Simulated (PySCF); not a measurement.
Spectrum to structure. Method: PySCF 2.14.0, density-fitted response routines, TDDFT B3LYP/def2-SVPD, vertical, gas phase, core orbitals frozen in the response, def2 core potentials past Kr. Geometries: PBE0-D3(BJ)/def2-SVP, one conformer each. Atoms past krypton carry core potentials; spin–orbit coupling is left out.

```csv
state,E (eV),λ (nm),f
S1,4.97,249.6,0.039
S2,5.62,220.6,0.0020
S3,5.80,213.9,0.0097
S4,6.05,205.1,0.0022
S5,6.14,201.9,0.065
S6,6.56,188.9,0.0039
S7,6.70,185.0,0.036
S8,6.72,184.6,0.032
S9,6.72,184.5,0.066
S10,6.77,183.0,0.069
```

Problem. Which structure fits?
A. `CC[N](C)[Sn]([CH3])([CH3])[CH3]`
B. `C#CC1CCCCC1`
C. `CC(C)[NH][Sn]([CH3])([CH3])[CH3]`

Solution. C. Its S1 lies at 4.97 eV; the nearest of the others has S1 at 4.53 eV. S1 is HOMO→LUMO (95%). Löwdin shares by element: HOMO nitrogen 58%, carbon 16% or more, tin 6% (atoms not listed hold the other 21%); LUMO tin 30%, carbon 20% or more (atoms not listed hold the other 49%). At the same level the other candidates give, for their lowest levels:
- `C#CC1CCCCC1`: 6.56 eV (f 0.000); 6.73 eV (f 0.000); 6.74 eV (f 0.004); 7.04 eV (f 0.018); 7.06 eV (f 0.023); T1 5.39 eV; HOMO -7.33, LUMO 0.42 eV
- `CC[N](C)[Sn]([CH3])([CH3])[CH3]`: 4.53 eV (f 0.011); 5.28 eV (f 0.004); 5.36 eV (f 0.012); 5.45 eV (f 0.022); 5.56 eV (f 0.040); T1 4.42 eV; HOMO -5.40, LUMO -0.15 eV
Triplets come from the Tamm–Dancoff approximation.
